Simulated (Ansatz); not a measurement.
Ansatz (an electronic-structure program) input (PBE0/aug-cc-pVTZ):

Ansatz 0.2 input:
```yaml
crystal:
  periodic: [false, false, false]
  atoms:
    - {symbol: B, position_ang: [0.03154051, 0.00000000, -0.86289106]}
    - {symbol: N, position_ang: [-0.04724772, 0.00000000, 0.41798935]}
    - {symbol: H, position_ang: [0.17303150, 0.00000000, 1.38852984]}
basis:
  gaussian:
    orbitals: aug-cc-pVTZ
hamiltonian:
  xc: {name: PBE0}
total_charge: -1
accuracy: high
magnetization: {spin_polarized: false}
```

Output:

```
Functional definition: PBE0
integrals: 0.18 GiB planned
1567 factors; integrals over basis functions are off by at most 3.3e-9 eV
mean field: 0.39 GiB planned
mean field evaluation 1: about -2178.9042 eV, gradient 1.6e1 eV
mean field evaluation 2: about -2178.1220 eV, gradient 2.1e1 eV
mean field evaluation 4: about -2179.7597 eV, gradient 2.1e0 eV
mean field evaluation 8: about -2179.7698 eV, gradient 1.4e-2 eV
mean field evaluation 16: about -2179.7698 eV, gradient 5.9e-6 eV
mean field -2179.76980869 eV, -80.1050629682 hartree, gradient 1.9e-8 eV, S^2 0.000000; 0 other end points of the search recorded, 0 dependent functions left out
reference -2179.76981089 eV, -80.1050630492 hartree; 7, 7 occupied and 108, 108 virtual orbitals, 1567 factors
Total energy: -2179.76981089 eV, -80.1050630492 hartree
```
